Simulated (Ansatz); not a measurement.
A made-up structure of SiCl2F (charge -1), closed shell:

| atom | x (Å) | y (Å) | z (Å) |
| --- | --- | --- | --- |
| F1 | 1.3161 | -0.6423 | 0.8352 |
| Si2 | 0.2210 | -0.1784 | 0.0870 |
| Cl3 | -1.9384 | -0.4698 | 0.7055 |
| Cl4 | 0.4012 | 1.2905 | -1.6276 |

It is relaxed with PBE-D4/def2-SVPD and then PBE0-D4/def2-TZVPD (Ansatz 0.2.0). Atoms count as bonded within 1.22 times the sum of their covalent radii (H–H: 0.88 Å). The end point is not checked to be a true minimum.

Q: Does its bonding change? (Judge from chemistry; the calculation decides.)

A: Computed: No: no bond forms or breaks.

Where it ends: The first stage lowers the energy by 3.79 eV in 10 steps. It ends as SiCl₂F ([F][Si]([Cl])[Cl]), total charge -1:
```xyz
4
angstrom
F 1.1819 -0.3227 0.9417
Si 0.1850 -0.6770 -0.3253
Cl -1.7276 -0.2858 0.7331
Cl 0.3607 1.2855 -1.3495
```

Labels in which every atom is bracketed show which atoms are joined, not bond orders.

For scale, one of the runs: PBE0-D4/def2-TZVPD relaxation, 175 basis functions, launched by `ansatz run in.yaml --threads 2 --pin off --events-out ev --progress --plain --max-ram 4352MiB`. Hardware: 2 CPU threads of an Arm Neoverse V2, shared host. Wall time about 30 s.
